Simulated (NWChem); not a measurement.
Everything below was run with NWChem. System: SSi, charge 0, spin multiplicity 3, at the geometry of a parent with another charge or spin, in a state set for the comparison that need not be this species' ground state. Its SCF solution wasn't tested for a lower state. Level: UBHandHLYP/def2-TZVP.

Input file:

```
start mol
memory heap 200 mb stack 800 mb global 1000 mb
geometry units angstroms nocenter noautoz
  Si     0.000000     0.000000     1.034479
  S      0.000000     0.000000    -0.905170
  symmetry group C2v
end
basis spherical
  * library def2-tzvp
end
dft
  xc bhlyp
  odft
  mult 3
  semidirect memsize 60000000 filesize 0
  iterations 100
end
task dft energy
```

Output (cleaned and shortened):

```
             Northwest Computational Chemistry Package (NWChem) 7.3.0
             --------------------------------------------------------

                                NWChem Input Module
                                -------------------

 Scaling coordinates for geometry "geometry" by  1.889725989
 (inverse scale =  0.529177249)

 Turning off AUTOSYM since
 SYMMETRY directive was detected!

                             Geometry "geometry" -> ""
                             -------------------------

 Output coordinates in angstroms (scale by  1.889725989 to convert to a.u.)

  No.       Tag          Charge          X              Y              Z
 ---- ---------------- ---------- -------------- -------------- --------------
    1 Si                  14.0000     0.00000000     0.00000000     1.03447900
    2 S                   16.0000     0.00000000     0.00000000    -0.90517000

 Effective nuclear repulsion energy (a.u.)      61.1119350851

            Nuclear Dipole moment (a.u.)
            ----------------------------
        X                 Y               Z
 ---------------- ---------------- ----------------
     0.0000000000     0.0000000000    -0.0000264562

      Symmetry information
      --------------------

 Group name             C2v
 Group number             16
 Group order               4
 No. of unique centers     2

      Symmetry unique atoms

     1    2


 Summary of "ao basis" -> "" (spherical)
 ------------------------------------------------------------------------------
       Tag                 Description            Shells   Functions and Types
 ---------------- ------------------------------  ------  ---------------------
 *                         def2-tzvp                  on all atoms

                                 NWChem DFT Module
                                 -----------------

 Summary of "ao basis" -> "ao basis" (spherical)
 ------------------------------------------------------------------------------
       Tag                 Description            Shells   Functions and Types
 ---------------- ------------------------------  ------  ---------------------
 Si                        def2-tzvp                13       37   5s5p2d1f
 S                         def2-tzvp                13       37   5s5p2d1f

 Summary of "ao basis" -> "ao basis" (spherical)
 ------------------------------------------------------------------------------
       Tag                 Description            Shells   Functions and Types
 ---------------- ------------------------------  ------  ---------------------
 Si                        def2-tzvp                13       37   5s5p2d1f
 S                         def2-tzvp                13       37   5s5p2d1f

      Symmetry analysis of basis
      --------------------------

        a1         32
        a2          6
        b1         18
        b2         18

            General Information
            -------------------
          SCF calculation type: DFT
          Wavefunction type:  spin polarized.
          No. of atoms     :     2
          No. of electrons :    30
           Alpha electrons :    16
            Beta electrons :    14
          Charge           :     0
          Spin multiplicity:     3
          Use of symmetry is: on ; symmetry adaption is: on
          Maximum number of iterations: 100
          AO basis - number of functions:    74
                     number of shells:    26
          Convergence on energy requested:  1.00D-06
          Convergence on density requested:  1.00D-05
          Convergence on gradient requested:  5.00D-04

              XC Information
              --------------
                        BHLYP Method XC Functional
                     Hartree-Fock (Exact) Exchange  0.500
                        Slater Exchange Functional  0.500 local
                    Becke 1988 Exchange Functional  0.500 non-local
              Lee-Yang-Parr Correlation Functional  1.000

             Grid Information
             ----------------
          Grid used for XC integration:  medium
          Radial quadrature: Mura-Knowles
          Angular quadrature: Lebedev.
          Tag              B.-S. Rad. Rad. Pts. Rad. Cut. Ang. Pts.
          ---              ---------- --------- --------- ---------
          Si                  1.10       88           8.0       590
          S                   1.00       88           8.0       590
          Grid pruning is: on
          Number of quadrature shells:   176
          Spatial weights used:  Erf1

          Convergence Information
          -----------------------
          Convergence aids based upon iterative change in
          total energy or number of iterations.
          Levelshifting, if invoked, occurs when the
          HOMO/LUMO gap drops below (HL_TOL):  1.00D-02
          DIIS, if invoked, will attempt to extrapolate
          using up to (NFOCK): 10 stored Fock matrices.

                    Damping( 0%)  Levelshifting(0.5)       DIIS
                  --------------- ------------------- ---------------
          dE  on:    start            ASAP                start
          dE off:    2 iters        100 iters           100 iters

      Screening Tolerance Information
      -------------------------------
          Density screening/tol_rho:  1.00D-10
          AO Gaussian exp screening on grid/accAOfunc:  14
          CD Gaussian exp screening on grid/accCDfunc:  20
          XC Gaussian exp screening on grid/accXCfunc:  20
          Schwarz screening/accCoul:  1.00D-08

      Superposition of Atomic Density Guess
      -------------------------------------
[...]
   Bfn.  Coefficient  Atom+Function         Bfn.  Coefficient  Atom+Function
  ----- ------------  ---------------      ----- ------------  ---------------
    52      0.453837  2 S  px                55      0.280952  2 S  px
    15      0.221883  1 Si px                49      0.207916  2 S  px
    43     -0.170176  2 S  px                18      0.105832  1 Si px
    46     -0.080754  2 S  px                 6     -0.079390  1 Si px
    12      0.078260  1 Si px                24      0.044208  1 Si d  1

 Vector   16  Occ=1.000000D+00  E=-2.105183D-01  Symmetry=b2
              MO Center= -1.6D-15,  3.1D-15,  7.2D-01, r^2= 3.2D+00
   Bfn.  Coefficient  Atom+Function         Bfn.  Coefficient  Atom+Function
  ----- ------------  ---------------      ----- ------------  ---------------
    16      0.503493  1 Si py                19      0.425715  1 Si py
    56     -0.316359  2 S  py                53     -0.268948  2 S  py
    13      0.161079  1 Si py                 7     -0.151532  1 Si py
    50     -0.144545  2 S  py                44      0.105400  2 S  py
    27      0.095948  1 Si d -1              10     -0.076072  1 Si py

 Vector   17  Occ=0.000000D+00  E=-6.977400D-02  Symmetry=b1
              MO Center= -6.6D-16, -5.8D-17,  8.1D-01, r^2= 3.5D+00
   Bfn.  Coefficient  Atom+Function         Bfn.  Coefficient  Atom+Function
  ----- ------------  ---------------      ----- ------------  ---------------
    18      0.559756  1 Si px                15      0.434516  1 Si px
    55     -0.361220  2 S  px                52     -0.223824  2 S  px
    12      0.150124  1 Si px                 6     -0.143030  1 Si px
    49     -0.130184  2 S  px                43      0.092906  2 S  px
     9     -0.072982  1 Si px                29     -0.072374  1 Si d  1

 Vector   18  Occ=0.000000D+00  E= 5.454674D-02  Symmetry=a1
              MO Center= -7.5D-17, -8.4D-16,  8.9D-01, r^2= 5.7D+00
   Bfn.  Coefficient  Atom+Function         Bfn.  Coefficient  Atom+Function
  ----- ------------  ---------------      ----- ------------  ---------------
    42      1.329775  2 S  s                 20      1.296702  1 Si pz
     5     -1.158411  1 Si s                 57      0.719490  2 S  pz
    17      0.336697  1 Si pz                54      0.232816  2 S  pz
    40     -0.149003  2 S  s                 23      0.115839  1 Si d  0
     3      0.110920  1 Si s                  4     -0.106310  1 Si s

 Vector   19  Occ=0.000000D+00  E= 1.843201D-01  Symmetry=a1
              MO Center=  1.1D-14, -8.2D-15,  3.7D-01, r^2= 4.5D+00
   Bfn.  Coefficient  Atom+Function         Bfn.  Coefficient  Atom+Function
  ----- ------------  ---------------      ----- ------------  ---------------
     5      2.783733  1 Si s                 42     -1.781639  2 S  s
     4     -1.623731  1 Si s                 17     -0.737149  1 Si pz
    20     -0.659622  1 Si pz                28      0.581184  1 Si d  0
    57     -0.571551  2 S  pz                65     -0.524164  2 S  d  0
     3      0.348456  1 Si s                 54     -0.328109  2 S  pz

                     DFT Final Beta Molecular Orbital Analysis
                     -----------------------------------------

 Vector   12  Occ=1.000000D+00  E=-4.565304D-01  Symmetry=a1
              MO Center= -1.9D-16, -7.1D-16, -7.7D-02, r^2= 2.5D+00
   Bfn.  Coefficient  Atom+Function         Bfn.  Coefficient  Atom+Function
  ----- ------------  ---------------      ----- ------------  ---------------
     4      0.583786  1 Si s                  3     -0.329744  1 Si s
    41     -0.325981  2 S  s                 42     -0.288183  2 S  s
    54      0.251934  2 S  pz                 5      0.239128  1 Si s
    40      0.214042  2 S  s                 57      0.133907  2 S  pz
    51      0.127881  2 S  pz                45     -0.107635  2 S  pz

 Vector   13  Occ=1.000000D+00  E=-3.400147D-01  Symmetry=b1
              MO Center=  1.9D-15, -4.1D-16, -5.0D-01, r^2= 1.9D+00
   Bfn.  Coefficient  Atom+Function         Bfn.  Coefficient  Atom+Function
  ----- ------------  ---------------      ----- ------------  ---------------
    52      0.451749  2 S  px                55      0.289607  2 S  px
    49      0.209726  2 S  px                15      0.201780  1 Si px
    43     -0.171257  2 S  px                18      0.104940  1 Si px
    46     -0.081021  2 S  px                 6     -0.074970  1 Si px
    12      0.074038  1 Si px                29      0.053767  1 Si d  1

 Vector   14  Occ=1.000000D+00  E=-3.255745D-01  Symmetry=b2
              MO Center= -1.2D-16,  2.4D-16, -5.4D-01, r^2= 1.8D+00
   Bfn.  Coefficient  Atom+Function         Bfn.  Coefficient  Atom+Function
  ----- ------------  ---------------      ----- ------------  ---------------
    53      0.455793  2 S  py                56      0.303757  2 S  py
    50      0.213741  2 S  py                16      0.176507  1 Si py
    44     -0.173849  2 S  py                19      0.097671  1 Si py
    47     -0.081952  2 S  py                 7     -0.069287  1 Si py
    13      0.069572  1 Si py                27     -0.052133  1 Si d -1

 Vector   15  Occ=0.000000D+00  E=-1.743712D-01  Symmetry=a1
              MO Center= -2.3D-15, -1.5D-15,  7.1D-01, r^2= 3.3D+00
   Bfn.  Coefficient  Atom+Function         Bfn.  Coefficient  Atom+Function
  ----- ------------  ---------------      ----- ------------  ---------------
     5      0.631100  1 Si s                 54     -0.345372  2 S  pz
    57     -0.329482  2 S  pz                 4      0.250350  1 Si s
    17      0.214458  1 Si pz                 3     -0.175931  1 Si s
    51     -0.148364  2 S  pz                14      0.145116  1 Si pz
    20      0.127750  1 Si pz                45      0.126324  2 S  pz

 Vector   16  Occ=0.000000D+00  E=-4.652343D-02  Symmetry=b1
              MO Center=  5.3D-15, -1.0D-15,  7.8D-01, r^2= 3.7D+00
   Bfn.  Coefficient  Atom+Function         Bfn.  Coefficient  Atom+Function
  ----- ------------  ---------------      ----- ------------  ---------------
    18      0.632646  1 Si px                15      0.390637  1 Si px
    55     -0.392176  2 S  px                52     -0.217678  2 S  px
    12      0.152285  1 Si px                 6     -0.139727  1 Si px
    49     -0.128735  2 S  px                43      0.091073  2 S  px
     9     -0.071226  1 Si px                46      0.045489  2 S  px

 Vector   17  Occ=0.000000D+00  E=-2.119325D-02  Symmetry=b2
              MO Center= -1.1D-15, -1.0D-15,  8.2D-01, r^2= 3.8D+00
   Bfn.  Coefficient  Atom+Function         Bfn.  Coefficient  Atom+Function
  ----- ------------  ---------------      ----- ------------  ---------------
    19      0.691573  1 Si py                56     -0.403493  2 S  py
    16      0.348707  1 Si py                53     -0.200325  2 S  py
    13      0.156129  1 Si py                 7     -0.136549  1 Si py
    50     -0.123225  2 S  py                44      0.085746  2 S  py
    10     -0.070231  1 Si py                47      0.042959  2 S  py

   alpha - beta orbital overlaps
   -----------------------------

   alpha      1      2      3      4      5      6      7      8      9     10
    beta      1      2      3      5      6      4      7      9     10      8
 overlap   1.000  1.000  1.000  1.000  1.000  1.000  1.000  1.000  1.000  1.000

   alpha     11     12     13     14     15     16     17     18     19     20
    beta     11     12     15     14     13     17     16     18     20     21
 overlap   0.999  0.984  0.983  0.991  1.000  0.979  0.998  0.988  0.995  0.994

   alpha     21     22     23     24     25     26     27     28     29     30
    beta     19     22     24     23     22     27     26     29     28     30
 overlap   0.999  0.718  0.998  0.784  0.687  0.984  0.997  0.996  1.000  0.998

   alpha     31     32     33     34     35     36     37     38     39     40
    beta     31     32     33     35     34     36     37     38     39     40
 overlap   0.997  0.998  0.998  0.999  1.000  0.998  0.999  0.996  0.995  0.998

   alpha     41     42     43     44     45     46     47     48     49     50
    beta     42     41     44     43     45     46     47     48     49     50
 overlap   0.999  0.999  0.996  0.993  0.973  0.973  0.998  0.998  0.999  0.999

   alpha     51     52     53     54     55     56     57     58     59     60
    beta     51     52     53     54     55     57     56     58     59     60
 overlap   1.000  1.000  1.000  1.000  1.000  1.000  1.000  0.999  1.000  0.999

   alpha     61     62     63     64     65     66     67     68     69     70
    beta     61     62     63     64     65     66     67     68     69     70
 overlap   1.000  1.000  0.999  1.000  1.000  1.000  1.000  1.000  1.000  1.000

   alpha     71     72     73     74
    beta     71     72     73     74
 overlap   1.000  1.000  1.000  1.000

     --------------------------
     Expectation value of S2:
     --------------------------
      <S2> =      2.0123 (Exact =     2.0000)

 center of mass
 --------------
 x =   0.00000000 y =   0.00000000 z =   0.00004375

 moments of inertia (a.u.)
 ------------------
         200.462357521714           0.000000000000           0.000000000000
           0.000000000000         200.462357521714           0.000000000000
           0.000000000000           0.000000000000           0.000000000000

     Multipole analysis of the density
     ---------------------------------

     L   x y z        total         alpha         beta         nuclear
     -   - - -        -----         -----         ----         -------
     0   0 0 0     -0.000000    -16.000000    -14.000000     30.000000

     1   1 0 0     -0.000000     -0.000000      0.000000      0.000000
     1   0 1 0     -0.000000     -0.000000     -0.000000      0.000000
     1   0 0 1      0.783777     -1.107999      1.891803     -0.000026

     2   2 0 0    -18.482786    -10.524275     -7.958511      0.000000
     2   1 1 0     -0.000000     -0.000000     -0.000000      0.000000
     2   1 0 1      0.000000     -0.000000      0.000000      0.000000
     2   0 2 0    -21.476542    -13.713272     -7.763270      0.000000
     2   0 1 1      0.000000      0.000000      0.000000      0.000000
     2   0 0 2    -16.857594    -67.492990    -49.680725    100.316121

 Task  times  cpu:        2.7s     wall:        2.7s

 Total times  cpu:        2.7s     wall:        2.7s
```
